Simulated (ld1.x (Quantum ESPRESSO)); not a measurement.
## Reading a pseudo-wave (beryllium (Be))

Columns: radius, all-electron u(r) and pseudo u(r) of the 2p shell (level -1.97 eV) of beryllium in the configuration 1s2 2s2 2p0; PBEsol, non-relativistic, RRKJ scheme, ld1.x (Quantum ESPRESSO) 7.5.

```csv
r (bohr),all-electron,pseudo
0.210,0.0449,0.0139
0.420,0.1286,0.0541
0.630,0.2157,0.1161
0.840,0.2941,0.1930
1.050,0.3608,0.2768
1.260,0.4170,0.3594
1.470,0.4614,0.4334
1.680,0.4939,0.4935
1.890,0.5156,0.5366
2.100,0.5278,0.5618
2.310,0.5319,0.5707
2.520,0.5291,0.5658
2.730,0.5208,0.5510
2.940,0.5081,0.5299
3.150,0.4918,0.5056
3.360,0.4731,0.4804
3.570,0.4525,0.4556
3.780,0.4308,0.4317
3.990,0.4086,0.4087
4.200,0.3863,0.3863
4.410,0.3642,0.3642
4.620,0.3427,0.3427
4.830,0.3219,0.3219
5.040,0.3019,0.3019
5.250,0.2827,0.2827
5.460,0.2645,0.2645
```

How many radial nodes do the two functions have?

The all-electron 2p function has n − l − 1 = 0; the pseudo-wave has 0.

At about which radius was the pseudo-wave matched?

4.20 bohr, where the columns begin to agree (steps of 0.21 bohr).

Where does each function peak?

Outermost all-electron maximum near 2.31 bohr, pseudo maximum near 2.31 bohr (to the table’s step).

Is the pseudo-wave norm-conserving?

Yes: the RRKJ scheme keeps the norm inside the radius equal to the all-electron one, which fixes the energy derivative of the logarithmic derivative at the level.
